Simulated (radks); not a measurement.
Q: Species: Rh1.5+. Configuration: [Kr] 4d6.5 5p1 (fractional occupations, a model configuration). All-electron calculation, scalar-relativistic Kohn-Sham, LDA (Slater exchange, Perdew-Wang correlation), spin-unpolarised, spherical densities, finite nucleus; Fermi nuclear charge, rms radius 4.4945 fm. Program: a radial shooting solver on a logarithmic mesh with Libxc functionals. Some entries of the table are withheld. Estimate them.

orbital  occ.  eigenvalue (eV)  <r^2> (bohr^2)  <1/r> (bohr^-1)
1s          2        -23028.20        0.001441            47.00
2s          2        -3356.798         0.02379            10.64
2p          6        -3012.637         0.01871              (1)
3s          2        -615.9164             (2)            3.704
3p          6        -502.7635          0.1777            3.531
3d         10        -321.2313          0.1642            3.306
4s          2        -102.2884           1.076            1.413
4p          6         -70.0309           1.311            1.267
4d        6.5         -24.2721           2.439           0.9367
5p          1         -11.8976           11.99           0.3907

A: 
(1) 2p <1/r> (bohr^-1): 10.31
(2) 3s <r^2> (bohr^2): 0.1753
